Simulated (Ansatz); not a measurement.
Molecule: C4H7Cl2, charge 0, multiplicity 2. It need not be the lowest isomer of its formula. 
Geometry from a B3LYP-D3(BJ)/def2-TZVP (Ansatz, a first-principles code) optimisation:
```xyz
13

C     -2.1989     0.7967     0.2529
C     -0.9693    -0.0099    -0.0990
C      0.1692     0.1601     0.8068
C      1.5374    -0.0979     0.3666
Cl     2.1966     1.3899    -0.5417
Cl    -1.4249    -1.8362    -0.0756
H     -1.9619     1.8605     0.1745
H     -3.0208     0.5711    -0.4243
H     -2.5208     0.5866     1.2732
H     -0.6744     0.1380    -1.1360
H     -0.0132     0.4984     1.8188
H      1.6066    -0.9053    -0.3578
H      2.2353    -0.2553     1.1815
```
Charge 0, spin multiplicity 2.

Atomisation energy built up term by term with Ansatz (kcal/mol; UHF references for open shells; valence terms freeze the core; atomic spin-orbit terms are left out). CBS marks a two-point X^-3 extrapolation of the correlation energy; Hartree-Fock from the larger set.

```tsv
term	basis	kcal/mol
Hartree-Fock	cc-pV(Q+d)Z	861.51
CCSD correlation	CBS(cc-pV(T+d)Z,cc-pV(Q+d)Z)	(withheld)
(T)	CBS(cc-pV(T+d)Z,cc-pV(Q+d)Z)	(withheld)
core correlation	cc-pwCVTZ	4.69
scalar relativity (X2C)	cc-pVTZ-DK against cc-pVTZ	-1.04
sum: De		(withheld)
```

Complete the blanks.


- CCSD correlation, kcal/mol: 273.88
- (T), kcal/mol: 20.00
- sum: De, kcal/mol: 1159.0
